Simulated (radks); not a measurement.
Species: Si+. Configuration: [Ne] 3p3 (not the ground configuration).

Method: scalar-relativistic Kohn-Sham, PBEsol, spin-polarised, spherical densities, finite nucleus; open shells are filled with parallel spins first; Fermi nuclear charge, rms radius 3.1224 fm; computed with a radial shooting solver on a logarithmic mesh with Libxc functionals.

Energy parts (hartree):
| part | energy |
|---|---|
| total | -288.55848 |
| kinetic | 289.24828 |
| electron-nucleus | -684.33991 |
| Hartree | 126.41513 |
| exchange-correlation | -19.88198 |

Orbitals (lengths in bohr, moments of r in powers of bohr; <r^-3> diverges for s and p1/2; r(90%) holds 90 % of the orbital's charge):
orbital,occ.,eigenvalue (hartree),<r^4>,<r^-3>,r(90%),<r>
1s up,1,-65.95242,0.0007243,-,0.199,0.1114
1s down,1,-65.94062,0.0007239,-,0.199,0.1114
2s up,1,-5.56089,0.2767,-,0.896,0.5685
2s down,1,-5.54623,0.2735,-,0.894,0.5678
2p up,3,-3.95625,0.2972,48.32,0.903,0.5374
2p down,3,-3.93723,0.2908,48.33,0.900,0.5364
3p up,3,-0.50661,68.05,3.448,3.56,2.339

The highest occupied level is 3p up at -13.785 eV. The electron density at the nucleus is 1897 e/bohr^3 (large components only). Spin moment in Bohr magnetons: 3. Summed over all electrons, <r^2> = 22.07 bohr^2, which gives a Langevin (diamagnetic) susceptibility term of -17.5 x 10^-6 cm^3/mol. The spin density at the nucleus is -0.1741 e/bohr^3 (1s -0.2016, 2s 0.0275). The density falls to 0.001 e/bohr^3 at r = 4.08 bohr.
